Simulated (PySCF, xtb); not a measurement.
PbH₂, SMILES [PbH2] (connectivity only; charge and spin as stated), neutral, multiplicity 1.

GFN2-xTB run with xtb 6.7.1 at its own geometry gives an orbital gap of 2.83 eV and a dipole moment of 4.08 D.

Geometry optimised at B3LYP-D3(BJ)/def2-TZVPD. The def2 effective core potentials stand for the cores of Pb; spin–orbit coupling is left out.

What does PBE/def2-TZVPD (PySCF) give? (The exact figures need the calculation; the answer reports its results.)

gap 2.13 eV (levels -5.77 and -3.64 eV), dipole 1.54 D.
